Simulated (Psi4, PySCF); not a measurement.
Here is a job for PySCF.
```python
from pyscf import gto, scf, cc

mol = gto.M(
    atom='''
C     0.09443537    0.09844229    0.10070566
H    -0.62720871   -0.62142525    0.62463322
H     0.66399153   -0.60849894   -0.59880803
H    -0.60339501    0.63927042   -0.63005917
''',
    basis='aug-cc-pvdz',
    charge=-1,
    verbose=3,
)

mf = scf.RHF(mol)
mf.kernel()

mycc = cc.CCSD(mf, frozen=1)
mycc.kernel()
et = mycc.ccsd_t()
print('E(CCSD(T)) = %.10f' % (mycc.e_tot + et))
```

**Question.** Write the same job for Psi4.

**Answer.** Several could match; the one computed here: 
```
memory 2 GB

molecule {
-1 1
  C     0.09443537    0.09844229    0.10070566
  H    -0.62720871   -0.62142525    0.62463322
  H     0.66399153   -0.60849894   -0.59880803
  H    -0.60339501    0.63927042   -0.63005917
}

set basis aug-cc-pvdz
set freeze_core true
set mp2_type conv
set scf_type pk
set puream true
set d_convergence 1e-8

energy('ccsd(t)')
print_variables()
```

Both were run: PySCF gave -39.719562 Eh and Psi4 -39.719562 Eh, 0.000 mEh apart.
